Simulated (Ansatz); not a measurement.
# Two structures, one formula

The two ends of one reaction step of SiHBrF$_{4}$, singlet (PBE0-D4/def2-TZVP).

A:

```json
{"atom": "Si1", "x (Å)": "-0.8003", "y (Å)": "0.1777", "z (Å)": "-0.5031"}
{"atom": "F2", "x (Å)": "1.6569", "y (Å)": "-1.0923", "z (Å)": "1.3354"}
{"atom": "F3", "x (Å)": "-0.2354", "y (Å)": "-1.0839", "z (Å)": "-1.2325"}
{"atom": "F4", "x (Å)": "-1.3798", "y (Å)": "-0.2224", "z (Å)": "0.8922"}
{"atom": "F5", "x (Å)": "-1.9639", "y (Å)": "0.7701", "z (Å)": "-1.3700"}
{"atom": "H6", "x (Å)": "1.9724", "y (Å)": "-0.2424", "z (Å)": "1.1607"}
{"atom": "Br7", "x (Å)": "0.7501", "y (Å)": "1.6932", "z (Å)": "-0.2826"}
```

B:

```tsv
atom	x (Å)	y (Å)	z (Å)
Si1	-0.8648	-0.7440	-0.1626
F2	0.5285	-0.6293	0.5454
F3	-0.8113	-1.9030	-1.2065
F4	-1.9565	-1.0517	0.9094
F5	-1.1941	0.5998	-0.8815
H6	2.0901	1.1986	0.6399
Br7	2.2082	2.5296	0.1561
```

Program: Ansatz 0.2.0. Basis: def2-TZVPP. Cores are frozen in the correlated methods. Filled d shells of the heavier atoms are correlated. The def2 sets are not built for correlating such inner shells, so the correlated values are less sure here. B3LYP uses VWN-RPA correlation.

(1) Which structure is lower at CCSD(T), and by how much? (Judge from chemistry; the value comes from the calculation.)

The T1 diagnostic stays at or below 0.010.

Results:

(1) The calculation gives: B, by 0.685 eV (electronic energy, against the other). By their contacts, A is a complex of SiBrF₃ ([F][Si]([F])([F])[Br]) + HF and B is a complex of SiF₄ ([F][Si]([F])([F])[F]) + HBr.

All methods give the same order:

| method | E(B) − E(A) (eV) |
| --- | --- |
| SPW92 | -0.506 |
| PBE-D4 | -0.486 |
| BLYP-D4 | -0.603 |
| r2SCAN-D4 | -0.613 |
| B97M-V | -0.677 |
| PBE0-D4 | -0.534 |
| B3LYP-D4 | -0.638 |
| r2SCAN0-D4 | -0.626 |
| BHLYP-D4 | -0.688 |
| CAM-B3LYP-D4 | -0.697 |
| wB97X-V | -0.607 |
| wB97M-V | -0.597 |
| B2PLYP | -0.693 |
| PBE-QIDH | -0.603 |
| RPA on PBE | -0.721 |
| HF | -0.874 |
| MP2 | -0.624 |
| CCSD | -0.723 |
| CCSD(T) | -0.685 |

Labels in which every atom is bracketed show which atoms are joined, not bond orders.

For scale, one of the runs: CCSD(T)/def2-TZVPP, 228 basis functions, launched by `ansatz run in.yaml --threads 8 --pin off --events-out ev --progress --plain --max-ram 19148MiB`. The run took 2 min on 8 CPU threads of an Arm Neoverse V2 (shared host), with 4.4 GiB of host memory at its peak.
